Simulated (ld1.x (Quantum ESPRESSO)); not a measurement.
**Before and after: ultrasoft potential for helium (He)**

helium (He), ultrasoft, made with ld1.x (Quantum ESPRESSO) 7.5 (PW91, non-relativistic). Core none, reference 1s2. Waves: 1s (bound): rcut 0.65, rcutus 0.80 bohr; 1s channel at -0.7 Ry: rcut 0.65, rcutus 0.80 bohr; 2p channel at 0.2 Ry: rc 0.65 bohr. Local part: the p channel. Core correction: none. Augmentation charge: PSQ, radius 0.55 bohr.

All-electron outer shells of the reference configuration (PW91, non-relativistic, ld1.x):

```csv
shell,level (eV),outermost node (bohr),outermost maximum (bohr)
1s,-15.87,–,0.56
```

Change: all radii scaled by about 1.20 (s 0.96, p 0.78 bohr, rcut 0.78/0.78); augmentation PSQ, radius 0.66 bohr.

Cutoffs: the cutoffs (Ry, on a coarse ladder) from which the occupation-weighted sum of valence levels, in a spherical-Bessel basis at the reference potential, stays within 10 and 1 mRy of its value at 400 Ry; they do not see the model core or the augmentation charge, which bear on the density cutoff. Errors are all-electron minus pseudo energies relative to the spin-unpolarised reference configuration.

Predict the effect on cutoff, ghosts and configuration errors.

The potential gets softer (60 Ry and 80 Ry → 40 Ry and 55 Ry); neither file shows a bound ghost. A larger radius leaves more room for a smooth pseudo-wave, so fewer plane waves are needed.

```
                            quantity    base  changed
                       cutoff, loose   60 Ry    40 Ry
                       cutoff, tight   80 Ry    55 Ry
                        bound ghosts    none     none
    error for 1s1, meV [ΔE 27.08 eV]    +6.2      +16
  error for 1s1.5, meV [ΔE 10.61 eV]    +1.0     +2.6
lowest overlap eigenvalue by channel  s 0.96   s 0.95
```
